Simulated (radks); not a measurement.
Ca, configuration [Ar] 3d0.5 4s1.5 (fractional occupations, a model configuration). Calculated with a radial shooting solver on a logarithmic mesh with Libxc functionals: non-relativistic Kohn-Sham, r2SCAN, spin-polarised, spherical densities, point nucleus; open shells are filled with parallel spins first; meta-GGA in the generalised Kohn-Sham scheme.

Normalised radial functions P(r) = r R(r), r in bohr:

```
   r/bohr * 4s up (the largest magnitude, 0.537, reaches the edge; | marks zero)
 0.004363                             |*
 0.005726                             |*
 0.007577                             |*
 0.009945                             | *
  0.01316                             | *
  0.01727                             |  *
  0.02285                             |  *
     0.03                             |   *
  0.03969                             |   *
   0.0521                             |  *
  0.06893                             |  *
  0.09048                             |*
   0.1197                            *|
   0.1571                         *   |
   0.2079                       *     |
   0.2729                       *     |
   0.3611                         *   |
   0.4739                             | *
   0.6271                             |       *
   0.8231                             |          *
     1.08                             |        *
    1.429                             |*
    1.876                  *          |
    2.483        *                    |
    3.259  *                          |
    4.312    *                        |
    5.659           *                 |
    7.488                    *        |
    9.829                          *  |
       13                            *|
```

4s up: eigenvalue -3.804 eV, 3 radial nodes at r = 0.102, 0.442, 1.45 bohr, <r> = 4.16 bohr, 90 % of the charge inside 6.20 bohr.
